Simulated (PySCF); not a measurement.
# Relaxation of triplet AgSe₂⁻

These are results of UPBE in PySCF with Ag def2-SVPD with ECP28, Se def2-SVPD; scalar-relativistic core potentials, no spin–orbit coupling; density-fitted integrals, not measurements. A (50,194) grid was used.

A hand-made linear start, of D∞h symmetry, held to at least that symmetry:

```xyz
3
charge -1 multiplicity 3, angstrom
Ag    0.0000    0.0000    0.0000
Se    0.0000    0.0000    2.4600
Se    0.0000    0.0000   -2.4600
```

Task: What does it relax to?

Result: It ends at D∞h with Ag–Se 2.396 Å (×2); Se–Ag–Se 180.0° (after a last refinement on a finer grid). A frequency run shows a minimum.

Task: How much energy is released, and in how many steps?

Result: 3.7 kJ/mol in 4 steps.

With open d or f shells other occupations or spin states may lie lower.

The relaxation took roughly 40 core-seconds on a shared host.
